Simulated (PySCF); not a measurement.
**An isoelectronic set: 64 electrons**

PBE in PySCF with def2-TZVPPD on every atom (core potentials on In, Sb), for the lowest determinant that a PBE0 search found; no spin–orbit coupling. All have 64 electrons, 8 of them in the valence shells, and the same state, a triplet (π ↑↑). For ions De leads to the atom and ion picked by measured ionisation energies and electron affinities.

```json
{"species": "Ge2", "difference of nuclear charges": "0", "Re (Å)": "2.417", "ωe (cm⁻¹)": "274", "k (mdyn/Å)": "1.64", "De (eV)": "3.23", "dissociates to": "Ge + Ge"}
{"species": "InP", "difference of nuclear charges": "34", "Re (Å)": "2.673", "ωe (cm⁻¹)": "244", "k (mdyn/Å)": "0.856", "De (eV)": "2.12", "dissociates to": "In + P"}
{"species": "GeAs⁺", "difference of nuclear charges": "1", "Re (Å)": "2.439", "ωe (cm⁻¹)": "272", "k (mdyn/Å)": "1.62", "De (eV)": "3.05", "dissociates to": "Ge⁺ + As"}
{"species": "SiSb⁺", "difference of nuclear charges": "37", "Re (Å)": "2.559", "ωe (cm⁻¹)": "334", "k (mdyn/Å)": "1.49", "De (eV)": "3.36", "dissociates to": "Si⁺ + Sb"}
```

These are scalar-relativistic numbers at best; spin–orbit coupling would shift them, the dissociation energy most. For an ion De counts to the pair picked by the measured ionisation energies or electron affinities, which need not be the lowest pair at this level. States were picked by a PBE0 search and need not be the measured ground states.
